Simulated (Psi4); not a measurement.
# A ladder of methods for GaH3SO2 (SMILES [OH][Ga]([OH])[SH])

GaH3SO2 has 7 atoms, charge 0, and is taken as a singlet. As SMILES, `[OH][Ga]([OH])[SH]`. Geometry: optimised at PBE0/def2-TZVP. This is one conformer, not always the lowest.

```xyz
7

O    -1.4368   -1.0545   -0.4600
Ga    0.1195   -0.4305    0.1468
O     0.5484   -0.4181    1.8738
S     1.5580    0.3430   -1.2908
H    -2.0316   -1.3854    0.2159
H    -0.1230   -0.7720    2.4600
H     0.7313    0.0831   -2.3189
```

Each level gives the dipole moment (D). The values are calculated.

| level | kind | program | value (D) | CPU time |
| --- | --- | --- | --- | --- |
| PBE-D4/def2-TZVPP (density fitting) | GGA | Psi4 | 2.21 | 34 s |
| r2SCAN-D4/def2-TZVPP (density fitting) | meta-GGA | Psi4 | 2.30 | 80 s |
| B3LYP-D4/def2-TZVPP (density fitting) | global hybrid | Psi4 | 2.24 | 30 s |
| PBE0-D4/def2-TZVPP (density fitting) | global hybrid | Psi4 | 2.30 | 34 s |
| wB97M-V/def2-TZVPP (density fitting) | range-separated hybrid | Psi4 | 2.30 | 84 s |

All-electron rows without a relativistic Hamiltonian named are non-relativistic. The values span 2.21 to 2.30 D. Magnitudes only. Times are those of the runs behind each value, whatever else they computed, on shared processors of several kinds: orders of magnitude only.
